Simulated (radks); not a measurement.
Gd63+, 1 electrons, occupied as 1s1. Calculated with a radial shooting solver on a logarithmic mesh with Libxc functionals: scalar-relativistic Kohn-Sham, PBEsol, spin-unpolarised, spherical densities, finite nucleus; Fermi nuclear charge, rms radius 5.1569 fm; without spin polarisation the odd electron is poorly described.

Normalised radial functions P(r) = r R(r), r in bohr:

r	1s
0.0009808	1.3247
0.001142	1.4999
0.001319	1.6846
0.001535	1.9006
0.001787	2.1394
0.002064	2.3873
0.002403	2.6723
0.002797	2.9806
0.00323	3.2928
0.003761	3.6409
0.004378	4.0034
0.005056	4.3540
0.005886	4.7227
0.006853	5.0783
0.007914	5.3892
0.009213	5.6730
0.01073	5.8908
0.01239	6.0164
0.01442	6.0429
0.01679	5.9416
0.01939	5.7152
0.02257	5.3343
0.02628	4.8157
0.03035	4.2177
0.03533	3.5100
0.04113	2.7728
0.0475	2.0974
0.05529	1.4588
0.06437	0.9352
0.07434	0.5624
0.08654	0.2954

1s: eigenvalue -58543 eV, 0 radial nodes, <r> = 0.0217 bohr, 90 % of the charge inside 0.0391 bohr.
